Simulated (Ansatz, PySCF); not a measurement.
Process, species as SMILES: [C-]#[N+][CH2] -> [CH2]C#N
Each molecule is optimised on its own at B3LYP-D3(BJ)/def2-TZVP (Ansatz, a quantum-chemistry and plane-wave program). Markedly spin-contaminated UHF reference, which strains HF, MP2 and, less, CCSD(T): [CH2]C#N.

Wanted: isomerisation energy (electronic energy difference), in kcal/mol. Cores are frozen in the correlated levels unless marked. UHF or UKS for open shells. No spin-orbit coupling. No relativistic terms. 

```tsv
level	program	isomerisation energy (kcal/mol)
RI-HF/cc-pVQZ	Ansatz	-21.9
PBE/def2-TZVPD	Ansatz	-23.9
BP86-D3(BJ)/def2-TZVPD	PySCF + dftd3	-23.4
BP86-D4/def2-TZVPD	PySCF + dftd4	-23.4
M06-L-D4/def2-TZVPD	PySCF + dftd4	-24.8
M06-L/def2-TZVPD	PySCF	-24.8
PBE0-D3(BJ)/def2-TZVP	Ansatz + dftd3	-23.1
PBE0-D3(BJ)/def2-TZVPD	Ansatz + dftd3	-23.1
PBE0-D4/def2-TZVPD	Ansatz + dftd4	-23.1
BHLYP/def2-TZVPD	Ansatz	-22.3
RPA@PBE/cc-pVTZ	Ansatz	-22.5
SCS-MP2/aug-cc-pVDZ	Ansatz	-19.3
CCSD/aug-cc-pVTZ	Ansatz	-23.6
CCSD/cc-pVTZ	Ansatz	-23.7
```
